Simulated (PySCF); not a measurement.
C2H6In, SMILES [CH3][In][CH3], multiplicity 2.

Geometry optimised at PBE0-D3(BJ)/def2-SVP. The spin state was assumed, not searched. The isomer is the one that the SMILES or the coordinates give; other isomers of the formula were not compared. The def2 effective core potentials stand for the cores of In; spin–orbit coupling is left out.

Computed with PBE0-D3(BJ)/def2-SVP (PySCF 2.14.0).

Frequencies are harmonic and unscaled.

Give all harmonic wavenumbers and intensities. (Estimate from the structure and the level; the computed values follow.)


| mode | ν (cm⁻¹) | IR (km/mol) | moving atoms (share of kinetic energy) |
|---|---|---|---|
| 1 | 14 | 0.0 | H 99 % |
| 2 | 22 | 0.0 | H 90 % |
| 3 | 116 | 2.2 | C 56 %, H 31 %, In 13 % |
| 4 | 430 | 13.2 | C 76 %, H 17 % |
| 5 | 460 | 43.1 | C 67 %, H 18 %, In 16 % |
| 6 | 568 | 0.4 | H 88 %, C 12 % |
| 7 | 582 | 0.1 | H 88 %, C 12 % |
| 8 | 618 | 3.7 | H 87 %, C 13 % |
| 9 | 722 | 61.8 | H 81 %, C 18 % |
| 10 | 1117 | 4.4 | H 82 %, C 18 % |
| 11 | 1143 | 0.2 | H 84 %, C 16 % |
| 12 | 1411 | 3.7 | H 94 % |
| 13 | 1415 | 2.0 | H 95 % |
| 14 | 1421 | 0.0 | H 94 % |
| 15 | 1429 | 10.0 | H 95 % |
| 16 | 3050 | 16.2 | H 98 % |
| 17 | 3051 | 7.6 | H 98 % |
| 18 | 3160 | 0.1 | H 91 %, C 9 % |
| 19 | 3161 | 16.3 | H 91 %, C 9 % |
| 20 | 3193 | 5.2 | H 90 %, C 10 % |
| 21 | 3193 | 2.1 | H 90 %, C 10 % |
